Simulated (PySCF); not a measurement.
A structure optimised at PBE0-D3(BJ)/def2-SVP, used in a PySCF frequency run:

```xyz
10

C      2.0728    -0.7214    -0.2807
C      0.9939    -0.2558     0.0078
C     -0.3159     0.2868     0.3749
C     -1.4178    -0.7500     0.2957
F     -0.6335     1.3446    -0.4523
H      3.0321    -1.1299    -0.5407
H     -0.2484     0.6887     1.4026
H     -1.4918    -1.1414    -0.7286
H     -1.2112    -1.5860     0.9786
H     -2.3770    -0.2903     0.5729
```

Problem. Write its SMILES and formula.

Solution. C#C[C@H](C)F, C4H5F

Problem. What are its rotational constants (standard atomic weights)?

Solution. 8.9098, 3.8465, 2.8971 GHz
